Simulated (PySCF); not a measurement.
CH₄BBrO, SMILES CB(O)Br. Atoms are numbered in the order given.

```xyz
8

B      0.1345    -0.9521     0.0000
Br    -0.0765     0.9902     0.0000
C     -1.1251    -1.8712     0.0000
H     -1.7531    -1.6616     0.8806
H     -0.8520    -2.9359     0.0000
H     -1.7531    -1.6616    -0.8806
O      1.3806    -1.4539     0.0000
H      2.0684    -0.7781     0.0000
```
Charge 0, spin multiplicity 1.

Geometry: PBE0-D3(BJ)/def2-SVP. The values are those of a single conformer.

Level of theory: PySCF with r2SCAN/def2-TZVP.

Symmetry labels are those of the subgroup Cs that the program uses (full group Cs).

Computed valence orbital energies around the gap with their symmetry:
| orbital | symmetry | energy (eV) |
|---|---|---|
| HOMO−7 | A' | -11.72 |
| HOMO−6 | A" | -10.66 |
| HOMO−5 | A' | -10.50 |
| HOMO−4 | A' | -9.87 |
| HOMO−3 | A" | -9.45 |
| HOMO−2 | A' | -8.34 |
| HOMO−1 | A" | -7.61 |
| HOMO | A' | -7.31 |
| LUMO | A" | -0.68 |
| LUMO+1 | A' | 0.60 |
| LUMO+2 | A' | 1.10 |
| LUMO+3 | A' | 1.98 |
